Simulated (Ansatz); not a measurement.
Reaction (cleavage of the Ge–In bond): `[F][In]([Cl])[GeH3]` + `F[SiH](F)S` → `F[SiH](F)[S][GeH3]` + `[F][InH][Cl]`

Gas-phase electronic energies from Ansatz, PBE0-D4/def2-TZVP geometries. CBS: MP2 limit from def2 TZ/QZ plus the TZ coupled-cluster correction, frozen cores. DFT in def2-TZVPP. Elements past krypton have def2 core potentials. For Ge, In outer-core shells are correlated without core-valence functions, which leaves a few kJ/mol of doubt a bond. Scalar relativity is left out up to krypton. Each species was taken in one conformer, which may not be the lowest.

```
             level  ΔE (kJ/mol)
            B2PLYP         17.0
               PBE         20.8
SCS-MP2/def2-TZVPP         10.3
     MP2/CBS(def2)         14.5
```

Task: What does CCSD(T)/CBS give? (Estimate.)

Result: Ansatz gave: +14.7 kJ/mol. The listed levels differ from it by 2.3, 6.1, -4.4, -0.2 kJ/mol.

Largest T1 diagnostic among the species: 0.015.

In def2-TZVPP, CCSD(T) changes the Hartree–Fock value by +4.8 kJ/mol (the triples alone add −1.3 kJ/mol) and MP2 by +4.6 kJ/mol. The D4 term adds −7.1 kJ/mol with B3LYP and −3.6 kJ/mol with PBE0; it sums over pairs of atoms, weighted by their polarisabilities, and B3LYP, whose exchange is more repulsive, gets the larger term. From PBE to PBE0 (25 % exact exchange), in def2-TZVPP and without D4, ΔE moves by −4.3 kJ/mol.

B3LYP here is the variant with VWN-RPA as its local correlation; programs differ in this.
